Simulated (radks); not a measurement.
The numbers below are computed, except where a source is named.
Polarisability of neutral indium, [Kr] 4d10 5s2 5p1, at imaginary frequency. Code: a radial shooting solver on a logarithmic mesh with Libxc functionals. Model: non-relativistic Kohn-Sham, exchange-only LDA, spin-polarised, spherical densities, point nucleus; open shells are filled with parallel spins first (spin-orbit coupling, left out, can overturn this in heavy ions); relativity is left out, which matters for an element this heavy. Response by self-consistent Sternheimer equations with the Hartree and adiabatic exchange-only LDA kernel.

w (hartree)  alpha1(iw) (bohr^3)
0.00266                    92.50
0.0143                     91.16
0.0360                     84.73
0.0697                     70.97
0.118                      53.70
0.186                      37.60
0.280                      24.77
0.413                      15.67
0.605                      9.749
0.892                      6.038
1.35                       3.668
2.12                       2.076
3.59                      0.9933
6.94                      0.3506
17.5                     0.07642

Static values: alpha1 = 92.55 bohr^3 (13.71 angstrom^3; uncoupled 133.8). C6 = 983.3, triple-dipole C9 = 61780 atomic units. One-pole (London) frequency 4 C6 / (3 alpha1^2) = 0.153 hartree, against 0.084 for minus the highest occupied eigenvalue. The dipole shielding factor is 1.000, as the force sum rule N/Z = 1.000 demands. Recommended static value: 65 bohr^3 (Schwerdtfeger and Nagle, 2023 table).
